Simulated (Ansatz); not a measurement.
Basis-set extrapolation for CH8BNOSi, SMILES `N[SiH2]CBO` (PBE0-D4/def2-TZVP geometry, frozen core, Ansatz 0.2.0). Multiplicity 1, RHF reference.

```tsv
	def2-TZVPP	def2-QZVPP
HF	-485.644462	-485.663361
MP2 correlation	-0.857295	-0.919248
CCSD(T) correlation	-0.936916	not run
```

Energies in hartree. Use E(X) = E(∞) + A·exp(−7.88·√X) for Hartree–Fock and E(X) = E(∞) + B·X^(−2.97) for correlation, with X = 3 and 4, and add CCSD(T) minus MP2 of the smaller set to the MP2 limit.

**Question.** What is the CCSD(T) energy at the basis-set limit?

**Answer.** HF limit: -485.663361 + (-0.018899) × 0.13774 = -485.66596. MP2 limit: -0.919248 + (-0.061953) × 0.74074 = -0.96514. Higher-order term: -0.936916 − (-0.857295) = -0.07962. Total: -486.71072 hartree, 339.6 kJ/mol below CCSD(T)/def2-TZVPP.
